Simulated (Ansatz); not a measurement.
Species: CH5GeS, net charge -1, singlet state. It need not be the lowest isomer of its formula. Whether it binds its extra electron was not tested at this geometry. 
Structure (B3LYP-D3(BJ)/def2-TZVP (Ansatz, a program for electronic structure) minimum search):
```xyz
8

C     -2.1112    -0.2601    -0.7662
S     -1.0692    -0.3787     0.7289
Ge     1.0990     0.2346    -0.0497
H     -2.0874     0.7558    -1.1647
H     -1.7429    -0.9372    -1.5391
H     -3.1450    -0.5248    -0.5202
H      1.0172    -0.7047    -1.3714
H      0.5638     1.5238    -0.8787
```
Charge -1, spin multiplicity 1.

Basis-set convergence of Hartree-Fock and CCSD correlation energies (hartree) with Ansatz. Cores are frozen in the correlated levels unless marked. Spin-orbit coupling is left out. The frozen core is the preceding noble-gas configuration, with the filled d and f shells of earlier blocks. No relativistic terms.

```
basis        functions        E(HF)  E(corr, CCSD)
-----------  ---------  -----------  -------------
def2-SVPD          125  -2513.28259       -0.45910
def2-TZVPPD        227  -2513.72322       -0.53991
def2-QZVPPD        402  -2513.77775       -0.56744
```

Extrapolating the two largest sets (X = 3 and 4) as X^-3: E(corr) = (64·(-0.56744) - 27·(-0.53991))/37 = -0.5875 Eh, an estimate of the basis-set limit. The largest set recovers 96.6 % of it, the smallest 78.1 %.
